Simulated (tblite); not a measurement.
C3H11F2NSi2.
Numbering: `[CH3:1][NH:2][CH2:3][C@@H:4]([SiH3:5])[SiH:6]([F:7])[F:8]` (hydrogens: H9, H10, H11 on C1; H12 on N2; H13, H14 on C3; H15 on C4; H16, H17, H18 on Si5; H19 on Si6)

Computed with GFN2-xTB (tblite), gas phase: L-BFGS steps from a force-field or distance-geometry start until the largest atomic force falls under 0.01 eV/Å.

The end geometry, which sets the zero of energy:
```
atom  x, y, z in Å
C1      2.5385    0.8374   -0.0300
N2      1.2396    0.5175   -0.5861
C3      0.6076   -0.6794   -0.0537
C4     -0.8625   -0.5706   -0.4465
Si5    -2.0189   -1.5624    0.6885
Si6    -1.1542    1.3009   -0.5070
F7     -0.7894    1.9237   -1.9433
F8     -2.7518    1.5331   -0.5341
H9      2.4284    1.0236    1.0384
H10     3.2728    0.0325   -0.1685
H11     2.9156    1.7416   -0.5041
H12     1.3075    0.4447   -1.5963
H13     0.7087   -0.6419    1.0347
H14     1.0734   -1.6132   -0.4005
H15    -0.9802   -0.9546   -1.4651
H16    -3.3756   -1.5620    0.1507
H17    -1.5136   -2.9406    0.7525
H18    -1.9755   -0.9850    2.0346
H19    -0.6803    2.1640    0.5435
```

**Question.** These geometries come from the run, each turned onto the end geometry. Order them by energy, lowest first.
A.
```
atom  x, y, z in Å
C1      2.5811    0.7957   -0.0441
N2      1.2637    0.5281   -0.5845
C3      0.5940   -0.6319   -0.0209
C4     -0.8685   -0.5356   -0.4453
Si5    -2.0085   -1.5769    0.6646
Si6    -1.2092    1.3269   -0.5018
F7     -0.8851    1.9237   -1.9560
F8     -2.8060    1.5475   -0.4672
H9      2.4931    0.9636    1.0288
H10     3.2864   -0.0310   -0.2047
H11     2.9795    1.6948   -0.5096
H12     1.3221    0.4285   -1.5932
H13     0.6713   -0.5479    1.0669
H14     1.0517   -1.5888   -0.3133
H15    -0.9582   -0.9213   -1.4675
H16    -3.3468   -1.6522    0.0877
H17    -1.4374   -2.9285    0.7464
H18    -2.0385   -0.9954    2.0099
H19    -0.6946    2.2100    0.5115
```
B.
```
atom  x, y, z in Å
C1      2.6035    0.7523   -0.0282
N2      1.2789    0.5440   -0.5742
C3      0.5886   -0.6053   -0.0234
C4     -0.8728   -0.5050   -0.4477
Si5    -1.9840   -1.5759    0.6654
Si6    -1.2645    1.3465   -0.5154
F7     -0.9525    1.9528   -1.9710
F8     -2.8675    1.5100   -0.4996
H9      2.5151    0.9531    1.0401
H10     3.2640   -0.1154   -0.1601
H11     3.0605    1.6128   -0.5109
H12     1.3274    0.4571   -1.5845
H13     0.6677   -0.5266    1.0639
H14     1.0354   -1.5661   -0.3202
H15    -0.9583   -0.8787   -1.4741
H16    -3.3326   -1.6844    0.1208
H17    -1.3646   -2.9049    0.7294
H18    -2.0057   -0.9994    2.0105
H19    -0.7485    2.2423    0.4871
```
C.
```
atom  x, y, z in Å
C1      2.7391    0.6465   -0.2297
N2      1.4061    0.4382   -0.7451
C3      0.6033   -0.4371    0.0842
C4     -0.8589   -0.3801   -0.3621
Si5    -1.9405   -1.6077    0.6338
Si6    -1.5030    1.3995   -0.3562
F7     -0.7050    2.4095   -1.3089
F8     -2.9190    1.3536   -1.1130
H9      2.6697    1.2230    0.6915
H10     3.2597   -0.2935   -0.0034
H11     3.3166    1.2143   -0.9547
H12     1.4672    0.0546   -1.6842
H13     0.6770   -0.0728    1.1150
H14     0.9677   -1.4855    0.0780
H15    -0.9070   -0.7229   -1.4057
H16    -3.2958   -1.5986    0.0923
H17    -1.3495   -2.9421    0.5083
H18    -1.9464   -1.2558    2.0533
H19    -1.6911    2.0661    0.9143
```
D.
```
atom  x, y, z in Å
C1      2.6590    0.7009   -0.0438
N2      1.3044    0.5771   -0.5420
C3      0.5885   -0.5573    0.0096
C4     -0.8654   -0.4775   -0.4433
Si5    -1.9669   -1.5749    0.6573
Si6    -1.3340    1.3541   -0.5211
F7     -1.0022    1.9876   -1.9581
F8     -2.9422    1.4326   -0.5445
H9      2.6125    0.9364    1.0206
H10     3.2464   -0.2224   -0.1691
H11     3.1612    1.5159   -0.5617
H12     1.3181    0.5100   -1.5548
H13     0.6347   -0.4743    1.1005
H14     1.0427   -1.5236   -0.2650
H15    -0.9257   -0.8667   -1.4657
H16    -3.3167   -1.6696    0.1115
H17    -1.3479   -2.9062    0.6736
H18    -1.9677   -1.0188    2.0130
H19    -0.9087    2.2859    0.4910
```
E.
```
atom  x, y, z in Å
C1      2.7502    0.6257   -0.1556
N2      1.3468    0.6235   -0.5080
C3      0.5993   -0.4216    0.1645
C4     -0.8238   -0.4419   -0.3761
Si5    -1.9767   -1.6003    0.6055
Si6    -1.4438    1.3373   -0.4984
F7     -0.9983    2.0515   -1.8620
F8     -3.0379    1.3062   -0.7094
H9      2.8483    0.8152    0.9133
H10     3.2467   -0.3324   -0.3733
H11     3.2579    1.4128   -0.7086
H12     1.2597    0.5180   -1.5151
H13     0.5976   -0.1718    1.2309
H14     1.0680   -1.4144    0.0580
H15    -0.7779   -0.8436   -1.3953
H16    -3.3143   -1.5458    0.0205
H17    -1.4293   -2.9592    0.5067
H18    -1.9917   -1.1841    2.0101
H19    -1.1908    2.2343    0.5999
```

**Answer.** A (0.004 eV), B (0.010 eV), D (0.019 eV), E (0.049 eV), C (0.126 eV).

In the order of the answer:

| step | E above end (eV) | largest force (eV/Å) | rms force component (eV/Å) | rms distance from end (Å) | rms bond change (Å) | bond most changed (Å) |
| --- | --- | --- | --- | --- | --- | --- |
| 119 | 0.004 | 0.04 | 0.014 | 0.072 | 0.001 | Si6–F7 -0.002 |
| 105 | 0.010 | 0.06 | 0.022 | 0.114 | 0.002 | N2–C3 -0.005 |
| 97 | 0.019 | 0.07 | 0.022 | 0.183 | 0.002 | C4–Si5 +0.005 |
| 68 | 0.049 | 0.09 | 0.029 | 0.345 | 0.003 | C4–Si6 -0.007 |
| 29 | 0.126 | 0.15 | 0.052 | 0.496 | 0.006 | C4–Si5 +0.016 |

The cost below is that of the whole relaxation. Hardware: one thread of an Arm Neoverse N1, shared host with 64 logical CPUs at a one-minute load of 60. Cost: 2.2 s of wall time.
